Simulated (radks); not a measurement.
Initial-state core-level shifts of the europium ion Eu3+ when its valence configuration changes from [Xe] 4f6. Method: non-relativistic Kohn-Sham, BLYP, spin-polarised, spherical densities, point nucleus; open shells are filled with parallel spins first (spin-orbit coupling, left out, can overturn this in heavy ions); relativity is left out, which matters for an element this heavy; computed with a radial shooting solver on a logarithmic mesh with Libxc functionals. Shifts are changes of the shell-averaged eigenvalues in eV (positive: less bound); the change of the density at the nucleus, which sets a Mossbauer isomer shift, is in e/bohr^3, on a base of 1.779e+05.

| valence | 1s | 4p | 4d | 5p | density at nucleus |
|---|---|---|---|---|---|
| 4f5 6p1 | -13.171 | -13.753 | -13.437 | -7.001 | +12.83 |
| 4f4.5 6p1.5 | -20.166 | -20.968 | -20.477 | -10.517 | +19.93 |
| 4f4 6p2 | -27.410 | -28.374 | -27.699 | -14.037 | +27.42 |
| 4f5 6s1 | -12.314 | -12.888 | -12.573 | -6.204 | +27.52 |
| 4f4 6s2 | -25.888 | -26.830 | -26.159 | -12.660 | +60.07 |
| 4f4 5d1 6p1 | -22.638 | -23.657 | -22.985 | -10.125 | +24.53 |
| 4f4 6s1 6p1 | -26.592 | -27.548 | -26.874 | -13.286 | +43.87 |
| 4f5.5 5d0.5 | -4.229 | -4.542 | -4.387 | -1.554 | +5.08 |
| 4f4.5 5d1 6p0.5 | -15.507 | -16.341 | -15.850 | -6.603 | +17.28 |
